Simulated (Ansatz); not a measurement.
**Ligand exchange: C3H8ClGa + CH2BrCl → C2H5Cl2Ga + C2H5Br**

Species: C3H8ClGa `C[CH2][Ga]([CH3])[Cl]`, singlet; CH2BrCl `ClCBr`, singlet; C2H5Cl2Ga `C[CH2][Ga]([Cl])[Cl]`, singlet; C2H5Br `CCBr`, singlet. The partners trade CH3 for Cl: Ga–CH3 and C–Cl bonds give way to Ga–Cl and C–CH3.

Shapes, held fixed at every level: PBE0-D4/def2-TZVP. Flexible molecules stand in one conformer, not always the lowest. Programs: Ansatz 0.2.0. The zero-point and thermal change to 298 K, harmonic and unscaled (PBE0-D4/def2-TZVP), is +6.7 kJ/mol.

| level | kind | ΔH(298 K) (kJ/mol) | less CCSD(T)/def2-TZVPP |
| --- | --- | --- | --- |
| SPW92/def2-TZVPP | LDA | -155.7 | +9.9 |
| B3LYP-D4/def2-TZVPP | global hybrid | -163.9 | +1.7 |
| r2SCAN0-D4/def2-TZVPP | global hybrid | -171.5 | -5.9 |
| wB97M-V/def2-TZVPP | range-separated hybrid | -164.0 | +1.6 |
| MP2/def2-SVP | perturbation theory | -189.8 | -24.2 |
| CCSD(T)/def2-SVP | coupled cluster or CI | -188.9 | -23.3 |
| CCSD(T)/def2-TZVPP | coupled cluster or CI | -165.6 | 0.0 |

The highest level, CCSD(T)/def2-TZVPP, gives ΔH(298 K) = -165.6 kJ/mol; the levels span -189.8 to -155.7. The column of differences is taken from that level and isn't an error. No measured value is set beside it here. Relativity is left out for Br, Ga. Outer-core shells of Br, Ga are correlated, in sets that cover them unevenly.
